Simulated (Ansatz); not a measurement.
Isolated molecules relaxed with PBE0-D4/def2-TZVP in Ansatz; ΔE leaves out vibrations. CCSD(T)/CBS is the MP2 limit (def2-TZVPP, def2-QZVPP) plus CCSD(T) − MP2 in def2-TZVPP, frozen cores. Elements past krypton have def2 core potentials. For Ge, Te outer-core shells are correlated without core-valence functions, which leaves a few kJ/mol of doubt a bond. Scalar relativity is left out up to krypton. Each species was taken in one conformer, which may not be the lowest.

Consider the redistribution: `[F][GeH]` + `N[SiH2]C(F)[TeH]` → `[NH2][Ge][F]` + `FC([SiH3])[TeH]`.

```tsv
species	CCSD(T)/CBS(def2) energy (Eh)
`[F][GeH]`	-2176.50038
`N[SiH2]C(F)[TeH]`	-752.97095
`[NH2][Ge][F]`	-2231.86581
`FC([SiH3])[TeH]`	-697.62294
```

Question: Work out ΔE.

Answer: ΔE = (-2231.86581) + (-697.62294) − (-2176.50038) − (-752.97095) = -0.01742 Eh = -10.9 kcal/mol.

Largest T1 diagnostic among the species: 0.014.

The D4 term adds +1.0 kcal/mol with B3LYP and +0.6 kcal/mol with PBE0; it sums over pairs of atoms, weighted by their polarisabilities, and B3LYP, whose exchange is more repulsive, gets the larger term. From PBE to PBE0 (25 % exact exchange), in def2-TZVPP and without D4, ΔE moves by +1.2 kcal/mol. In def2-TZVPP, CCSD(T) changes the Hartree–Fock value by −2.1 kcal/mol (the triples alone add −0.5 kcal/mol) and MP2 by −2.9 kcal/mol.

B3LYP here is the variant with VWN-RPA as its local correlation; programs differ in this.
